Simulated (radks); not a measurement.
Q: These are the eigenvalues of the occupied orbitals of an atom or ion with whole-number occupations (eV). All-electron calculation, Dirac Kohn-Sham, PBE, spin-unpolarised, spherical densities, finite nucleus; Fermi nuclear charge, rms radius of each element as measured or else 0.836 A^(1/3) + 0.57 fm. Program: a radial shooting solver on a logarithmic mesh with Libxc functionals.

| orbital | eigenvalue |
|---|---|
| 1s1/2 | -51809.38 |
| 2s1/2 | -8595.600 |
| 2p1/2 | -8169.665 |
| 2p3/2 | -7423.084 |
| 3s1/2 | -1917.068 |
| 3p1/2 | -1731.732 |
| 3p3/2 | -1577.604 |
| 3d3/2 | -1258.155 |
| 3d5/2 | -1224.527 |
| 4s1/2 | -390.6861 |
| 4p1/2 | -318.0523 |
| 4p3/2 | -283.7568 |
| 4d3/2 | -164.1329 |
| 4d5/2 | -157.9399 |
| 5s1/2 | -61.3154 |
| 5p1/2 | -41.7932 |
| 5p3/2 | -37.3827 |
| 4f5/2 | -17.2478 |
| 4f7/2 | -16.4598 |

Which element is it, and in what charge state? The configuration may be excited. Open shells, if any, are shared by 2j + 1.

A: Z = 65, terbium, charge +2: Tb2+ in [Xe] 4f9. The list shows which subshells hold electrons but not how many an open one holds; the 1s level, -1904 hartree, gives Z - s = 61.7 by -(Z - s)^2/2, which with screening and relativity narrows Z to a few neighbours, and the depths of the outer levels then fix element, charge and occupations together.
